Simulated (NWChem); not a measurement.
Molecule: GaNH$_{3}$Br; SMILES [NH2][GaH][Br]

```xyz
6

Ga    -0.3801     0.8954     0.0000
H     -1.8487     1.3929     0.0000
Br     0.0874    -1.3545     0.0000
N      1.0731     1.9556     0.0000
H      2.0217     1.6005     0.0000
H      1.0392     2.9676     0.0000
```
Atoms are numbered in this order, from 1.

All runs: NWChem. Structure relaxed at the PBE0/def2-SVP level.

Q: Estimate the computed values for B3LYP/STO-3G. Quantities: highest occupied level (eV); orbital gap (eV); dipole (D).

A: The highest occupied level (eV) is -1.77. The orbital gap (eV) comes out as 3.07. The dipole (D) comes out as 2.72.
